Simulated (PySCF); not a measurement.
# Assignment exercise: C₄H₁₃ClOSi₃

Geometry (Å), atoms numbered from 1 in this order:
```xyz
22

C     4.375   -1.146   -0.337
C     3.063   -0.989   -0.279
Cl    2.226   -0.400   -1.684
Si    1.936   -1.365    1.202
O     0.878   -0.172    1.386
Si   -0.118    1.033    0.881
Si   -1.655    0.133   -0.598
C    -2.817   -1.094    0.296
C    -2.729    1.531   -1.324
H     4.960   -0.924   -1.215
H     4.905   -1.512    0.524
H     1.192   -2.592    0.919
H     2.736   -1.397    2.421
H    -0.627    1.516    2.172
H     0.771    2.075    0.349
H    -1.079   -0.605   -1.745
H    -3.572   -1.500   -0.372
H    -2.259   -1.929    0.709
H    -3.338   -0.613    1.120
H    -3.223    2.101   -0.542
H    -2.133    2.227   -1.906
H    -3.502    1.139   -1.978
```

PySCF calculation with PBE0/pcSseg-1 with gauge-including orbitals and geometry from GFN2-xTB; a single conformation, one averaged value for each set of equivalent atoms, non-relativistic Hamiltonian, in vacuum.

Chemical shifts δ = σref − σ; 13C (σ = 186.93 ppm), 1H (σ = 31.72 ppm) against TMS, all at this level.

Problem. Assign these signals to the numbered atoms. 13C{1H} NMR (computed): δ 155.6 (C), 134.2 (CH2), -5.3 (CH3).

Solution. 
| δ (ppm) | atoms | environment | reason |
| --- | --- | --- | --- |
| 155.6 | C2 | fully substituted alkene carbon | an sp2 carbon of a C=C bond |
| 134.2 | C1 | terminal =CH2 carbon | an sp2 carbon of a C=C bond |
| -5.3 | C8/C9 | methyl carbon bonded to Si | an electropositive neighbour leaves it electron-rich and shielded |

Problem. Assign these signals to the numbered atoms. 1H NMR (500 MHz, computed): δ 6.29 (br s, 1H), 5.94 (br s, 1H), 5.61 (d, 2H), 5.05 (s, 2H), 4.75 (m, 1H), 0.18 (d, 6H).

Solution. 
```tsv
δ (ppm)	atoms	environment	reason
6.29	H10	hydrogen on a terminal =CH2 carbon	olefinic region
5.94	H11	hydrogen on a terminal =CH2 carbon	–
5.61	H14/H15	hydrogen on a silicon bonded to O, Si	–
5.05	H12/H13	hydrogen on a silicon bonded to C, O	–
4.75	H16	hydrogen on a silicon bonded to 2 C, Si	–
0.18	H17/H18/H19/H20/H21/H22	hydrogen on a methyl carbon bonded to Si	an electropositive neighbour shields it, as in TMS itself
```

Carbons that carry Cl, above all several Cl atoms, come out too deshielded, partly because spin–orbit coupling is missing. Shifts are as computed. Against solution values, carbons near 30 ppm lie about +3 ppm off and those near 130 ppm about +5 ppm; carbons on Cl a further +6 ppm. Of 1211 compounds with measured shifts, 218 miss one by over three times the rms of a fit or turn the order of signals round; such compounds aren't used in these exercises. Multiplicities follow the n + 1 count of equivalent neighbours, as no J values were calculated; m marks all less simple cases, F and P coupling included.
